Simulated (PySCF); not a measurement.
C₅H₇F, SMILES C=CC1(F)CC1.

Geometry optimised at PBE0-D3(BJ)/def2-SVP. Other conformers were not sampled.

Method: r2SCAN/def2-TZVP (PySCF).

Symmetry labels are those of the subgroup Cs that the program uses (full group Cs).

Task: List the valence orbital energies around the gap with their symmetry. (Estimate from the structure and the level; the computed values follow.)

Result: 
```
orbital  symmetry  energy (eV)
-------  --------  -----------
HOMO−7         A"       -11.22
HOMO−6         A'       -10.61
HOMO−5         A'        -9.87
HOMO−4         A"        -9.51
HOMO−3         A'        -9.17
HOMO−2         A"        -7.86
HOMO−1         A'        -7.67
HOMO           A"        -6.12
LUMO           A"        -0.62
LUMO+1         A'         1.12
LUMO+2         A'         1.70
LUMO+3         A"         2.19
```
